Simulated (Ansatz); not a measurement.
This geometry of CH$_{7}$BFN (11 atoms, charge 0, multiplicity 1) is a first-order saddle point.

Theory: RKS B3LYP/def2-mTZVP in Ansatz.

```xyz
11
Properties=species:S:1:pos:R:3
B 0.093 -0.509 -0.044
F -0.689 0.594 1.257
H 1.177 -0.043 -0.165
H -0.709 -0.478 -0.917
N -0.069 -1.589 0.995
H -0.794 -2.272 0.799
C 1.092 -2.195 1.663
H 1.615 -2.897 1.010
H 1.789 -1.408 1.945
H 0.783 -2.722 2.566
H -0.585 -0.464 1.573
```

**Question.** Which two structures does it join? (They come from a converged band through this point; their orientation in space is the band's.)

**Answer.** Bonds broken: B1–F2, N5–H11. Bonds formed: F2–H11. CH7BFN becomes CH6BN + FH.

Image 0:

```xyz
11
Properties=species:S:1:pos:R:3
B 0.094 -0.255 0.068
F 0.406 0.741 1.012
H 1.022 -0.560 -0.649
H -0.956 -0.071 -0.507
N -0.185 -1.605 0.993
H -0.493 -2.354 0.375
C 0.978 -2.050 1.803
H 1.789 -2.304 1.125
H 1.292 -1.219 2.428
H 0.727 -2.911 2.424
H -0.971 -1.396 1.609
```

Image 8:

```xyz
11
Properties=species:S:1:pos:R:3
B 0.276 -0.688 -0.407
F -1.091 0.107 2.608
H 1.319 -0.123 -0.490
H -0.621 -0.495 -1.164
N 0.080 -1.595 0.641
H -0.767 -2.153 0.650
C 1.103 -2.091 1.570
H 1.446 -3.086 1.282
H 1.953 -1.412 1.554
H 0.716 -2.137 2.588
H -0.710 -0.308 1.849
```

**Question.** How far does it lie above each of them?

**Answer.** 37.8 kcal/mol above the first and 17.3 kcal/mol above the second. This is the barrier of this one path; another mechanism may lie lower. The orbitals stay closed-shell, which can raise the energy where a bond breaks towards radicals; this wasn't checked here.

Run time: 2.8 min on 2 threads of Arm Neoverse V2 (shared host), peak memory 0.19 GiB.
